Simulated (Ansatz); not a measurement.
An input meant for the cluster ReO2⁺ (charge 1, triplet; atoms displaced at random, 0.08 Å in each coordinate).

```yaml
crystal:
  periodic: [false, false, false]
  atoms:
    - {symbol: Re, position_ang: [-0.480965, -0.528645, -0.149525]}
    - {symbol: O, position_ang: [1.337742, -0.444390, 0.252399]}
    - {symbol: O, position_ang: [-0.869066, 1.065017, 0.050443]}
basis:
  gaussian: {orbitals: def2-TZVP, fitting: {mean_field: cc-pVTZ-jkfit}}
total_charge: 1
magnetization: {spin_polarized: true, initial_magnetization: 2}
hamiltonian: {xc: {name: wPBEh}}
output: {forces: true}
```

```sh
$ ansatz run in.yaml --threads 4 --pin off --events-out ev --progress --plain --max-ram 3916MiB
```

Shortened log:

```
Functional definition: wPBEh
Error: [file] the basis set cc-pVTZ-JKFIT has no functions for Re
```

In the def2 sets Re takes a core potential; there is no spin–orbit coupling.
